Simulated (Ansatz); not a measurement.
Species: SiS, charge 1, doublet. SiS+ (parent SMILES [Si]=S, doublet).
B3LYP-D3(BJ)/def2-TZVP minimum from Ansatz (a quantum-chemistry and plane-wave program):
```xyz
2

Si     0.0000     0.0000    -1.1108
S      0.0000     0.0000     0.9719
```
Charge +1, spin multiplicity 2.

Total energies in aug-cc-pV(Q+d)Z, 9 correlated electrons, 10 frozen orbitals. Open shells are spin-unrestricted; no spin-orbit coupling. Cores are frozen in correlated methods. No relativity. The spin of SSi+ (parent SMILES [Si]=S, doublet) was assumed, and the state is the lowest solution found for it.

| method | program | energy (Eh) | minus CCSDT(Q) (mEh) |
|---|---|---|---|
| HF | Ansatz | -686.18392 | 272.16 |
| MP2 | Ansatz | -686.40983 | 46.26 |
| CCSD | Ansatz | -686.43959 | 16.49 |
| CCSD(T) | Ansatz | -686.45362 | 2.47 |
| CCSDT(Q) | Ansatz | -686.45609 | 0.00 |

Rough core times of Ansatz's runs on a shared machine: CCSD(T) 6 min, CCSDT(Q) 2 h.
